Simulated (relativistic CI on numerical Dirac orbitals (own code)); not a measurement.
Zr3+: resonant inelastic scattering at the M2,3 edge

Computed with this model: Dirac-Coulomb-Breit CI, separate exchange-only KLI orbitals for each configuration, model QED (radiative potential, 1s self-energy scaled to tabulated hydrogen-like ionisation energies), valence Slater integrals scaled by 0.8, Kramers-Heisenberg scattering through one core-hole configuration in a parametric crystal field; configurations [Kr] 4d → [Ne] 3s2 3p5 3d10 4s2 4p6 4d2; 300 K; core-hole width 2 eV; summed over polarisations. Incident energies are the highest absorption maxima for each field (at most a few, so the weaker spin-orbit partner edge can be absent), on the computed scale of the free ion. Intensities are in per cent of the strongest line above 0.02 eV; levels within 1 cm⁻¹ are merged; final levels count from the ground level, the first row holds all elastic scattering, lines under 0.4 are left out and each table stops after 24 rows. The scale of the Slater integrals is a model choice and moves the terms in proportion.

Field parameters in Wybourne normalisation: Oh B⁴₀ = 21Dq, B⁴₄ = √(5/14) B⁴₀. The field is a parameter set, without covalency.

S is read from ⟨S²⟩ = S(S + 1).

Oh, 10Dq = 6000 cm⁻¹:

| Final level (eV) | Degeneracy | Irrep | S | 337.3 eV | 350.8 eV |
| --- | --- | --- | --- | --- | --- |
| 0.000 | 4 | Γ8 | 0.50 | 1907.5 | 297.0 |
| 0.089 | 2 | Γ7 | 0.50 | 100.0 | 12.7 |
| 0.783 | 4 | Γ8 | 0.50 | 95.9 | 33.1 |

Oh, 10Dq = 13500 cm⁻¹:

```csv
Final level (eV),Degeneracy,Irrep,S,337.4 eV,351 eV
0.000,4,Γ8,0.50,1596.4,287.6
0.085,2,Γ7,0.50,100.0,6.6
1.707,4,Γ8,0.50,98.1,34.3
```

Oh, 10Dq = 21000 cm⁻¹:

```tsv
Final level (eV)	Degeneracy	Irrep	S	336.3 eV	338.3 eV	349.6 eV
0.000	4	Γ8	0.50	1039.7	940.9	201.0
0.085	2	Γ7	0.50	78.0	45.4	10.9
2.635	4	Γ8	0.50	20.8	100.0	8.4
```

For the first field the strongest loss at the lowest incident energy is the level at 0.09 eV (S = 0.50, against 0.50 in the thermal ground state).
